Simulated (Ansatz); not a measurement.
Steps of a relaxation of C7H8S, SMILES `CSc1ccccc1` with RKS PBE0-D4/def2-TZVP.

```sh
$ ansatz run in.yaml --threads 2 --pin off --events-out ev --progress --plain --max-ram 32768MiB --backend cuda --devices 0, --max-vram 18GiB
```

```yaml
crystal:
  periodic: [false, false, false]
  atoms:
    - {symbol: C, position_ang: [1.515755, -2.455019, -0.659716]}
    - {symbol: S, position_ang: [2.092538, -0.845931, -0.057100]}
    - {symbol: C, position_ang: [0.598236, 0.093199, 0.100938]}
    - {symbol: C, position_ang: [0.744269, 1.433460, 0.528990]}
    - {symbol: C, position_ang: [-0.379171, 2.252755, 0.682669]}
    - {symbol: C, position_ang: [-1.667008, 1.757131, 0.414150]}
    - {symbol: C, position_ang: [-1.813386, 0.428732, -0.009248]}
    - {symbol: C, position_ang: [-0.694003, -0.404318, -0.166958]}
    - {symbol: H, position_ang: [2.427661, -3.068338, -0.790682]}
    - {symbol: H, position_ang: [1.001396, -2.368054, -1.637781]}
    - {symbol: H, position_ang: [0.850712, -2.957603, 0.070909]}
    - {symbol: H, position_ang: [1.750012, 1.829849, 0.739313]}
    - {symbol: H, position_ang: [-0.245832, 3.293649, 1.015547]}
    - {symbol: H, position_ang: [-2.548805, 2.403737, 0.534668]}
    - {symbol: H, position_ang: [-2.815566, 0.025479, -0.222792]}
    - {symbol: H, position_ang: [-0.839808, -1.441328, -0.498606]}
basis:
  gaussian: {orbitals: def2-TZVP}
hamiltonian: {xc: pbe0, dispersion: d4}
relax: {f_tol: 0.005, max_steps: 150}
```

Positions (Å) and forces (eV/Å) along the path, 5 of 5 steps:

```xyz
16
step=1 energy=-18215.3845 eV
C     1.516   -2.455   -0.660   -0.073   -0.153   -0.061
S     2.093   -0.846   -0.057   -0.548   -0.181   -0.119
C     0.598    0.093    0.101   -0.357    0.259    0.048
C     0.744    1.433    0.529   -0.252   -0.125   -0.064
C    -0.379    2.253    0.683   -0.004   -0.240   -0.075
C    -1.667    1.757    0.414    0.216   -0.192   -0.039
C    -1.813    0.429   -0.009    0.208    0.122    0.056
C    -0.694   -0.404   -0.167    0.115    0.251    0.089
H     2.428   -3.068   -0.791   -0.436    0.320    0.074
H     1.001   -2.368   -1.638    0.283   -0.002    0.497
H     0.851   -2.958    0.071    0.357    0.290   -0.341
H     1.750    1.830    0.739   -0.523   -0.210   -0.111
H    -0.246    3.294    1.016   -0.072   -0.547   -0.174
H    -2.549    2.404    0.535    0.466   -0.343   -0.063
H    -2.816    0.025   -0.223    0.528    0.213    0.112
H    -0.840   -1.441   -0.499    0.092    0.537    0.171
16
step=2 energy=-18215.4723 eV
C     1.496   -2.435   -0.654    0.039    0.042    0.020
S     2.081   -0.839   -0.059   -0.285   -0.092   -0.064
C     0.595    0.095    0.098   -0.002    0.040    0.015
C     0.738    1.423    0.523   -0.073   -0.040   -0.018
C    -0.377    2.232    0.677    0.008   -0.053   -0.016
C    -1.652    1.738    0.411    0.050   -0.057   -0.013
C    -1.795    0.423   -0.010    0.041    0.035    0.015
C    -0.683   -0.400   -0.168    0.049    0.066    0.021
H     2.395   -3.046   -0.782   -0.131    0.076    0.015
H     0.989   -2.342   -1.620    0.081   -0.010    0.143
H     0.838   -2.921    0.075    0.104    0.076   -0.104
H     1.732    1.816    0.732   -0.137   -0.053   -0.028
H    -0.247    3.261    1.008   -0.020   -0.144   -0.047
H    -2.525    2.376    0.532    0.121   -0.090   -0.017
H    -2.784    0.022   -0.222    0.139    0.057    0.029
H    -0.823   -1.426   -0.498    0.017    0.148    0.047
16
step=3 energy=-18215.4799 eV
C     1.496   -2.432   -0.652   -0.001    0.080    0.027
S     2.068   -0.837   -0.065   -0.025   -0.005   -0.006
C     0.591    0.096    0.097    0.055   -0.054   -0.015
C     0.734    1.418    0.522    0.003    0.004    0.001
C    -0.376    2.226    0.677    0.006    0.001    0.001
C    -1.648    1.735    0.412   -0.005    0.003    0.000
C    -1.791    0.425   -0.010   -0.009   -0.005   -0.003
C    -0.683   -0.396   -0.169   -0.003    0.005    0.003
H     2.393   -3.038   -0.777    0.009   -0.002    0.001
H     0.992   -2.344   -1.615   -0.009   -0.011   -0.013
H     0.843   -2.915    0.075   -0.011   -0.015    0.004
H     1.724    1.809    0.729    0.007    0.004    0.002
H    -0.246    3.251    1.007    0.001    0.007    0.004
H    -2.517    2.370    0.533   -0.007    0.006    0.001
H    -2.777    0.027   -0.221   -0.008   -0.003   -0.001
H    -0.824   -1.416   -0.498   -0.002   -0.014   -0.006
16
step=4 energy=-18215.4802 eV
C     1.491   -2.427   -0.649    0.023    0.020    0.009
S     2.071   -0.835   -0.067   -0.022   -0.010   -0.008
C     0.593    0.096    0.094    0.024   -0.009    0.002
C     0.736    1.418    0.521   -0.010    0.009    0.002
C    -0.375    2.224    0.677    0.004    0.001    0.001
C    -1.647    1.732    0.411   -0.003    0.000    0.001
C    -1.789    0.422   -0.011   -0.002   -0.001    0.000
C    -0.680   -0.397   -0.171   -0.004    0.004   -0.002
H     2.386   -3.036   -0.774    0.000   -0.010   -0.003
H     0.986   -2.341   -1.612   -0.003   -0.005   -0.004
H     0.837   -2.908    0.079   -0.004   -0.004    0.001
H     1.726    1.809    0.729    0.003    0.002    0.001
H    -0.246    3.248    1.009    0.000    0.003    0.001
H    -2.517    2.367    0.534   -0.002    0.002    0.001
H    -2.775    0.023   -0.222   -0.002   -0.001   -0.001
H    -0.820   -1.418   -0.502   -0.003    0.001    0.000
16
step=5 energy=-18215.4802 eV
C     1.493   -2.428   -0.648   -0.003   -0.003   -0.002
S     2.071   -0.834   -0.074   -0.002    0.000    0.000
C     0.594    0.097    0.092   -0.003    0.003    0.000
C     0.735    1.418    0.521    0.004   -0.005   -0.001
C    -0.376    2.225    0.679   -0.002    0.000    0.000
C    -1.647    1.733    0.413   -0.002    0.001    0.000
C    -1.790    0.423   -0.012   -0.001    0.003    0.001
C    -0.681   -0.396   -0.174    0.004   -0.003   -0.001
H     2.388   -3.038   -0.771    0.003    0.001    0.001
H     0.987   -2.349   -1.612    0.000    0.001    0.001
H     0.839   -2.907    0.082    0.000    0.002    0.001
H     1.725    1.809    0.729    0.001    0.000    0.000
H    -0.247    3.248    1.012    0.001    0.000    0.001
H    -2.517    2.367    0.537    0.000    0.000    0.000
H    -2.776    0.024   -0.223    0.000   -0.001    0.000
H    -0.821   -1.415   -0.507    0.000    0.000   -0.001
```

Hardware: 2 threads of an AMD EPYC 7R13 on a shared host and a share of an NVIDIA H100 80 GB. Wall time 13 s, peak host memory 0.92 GiB.
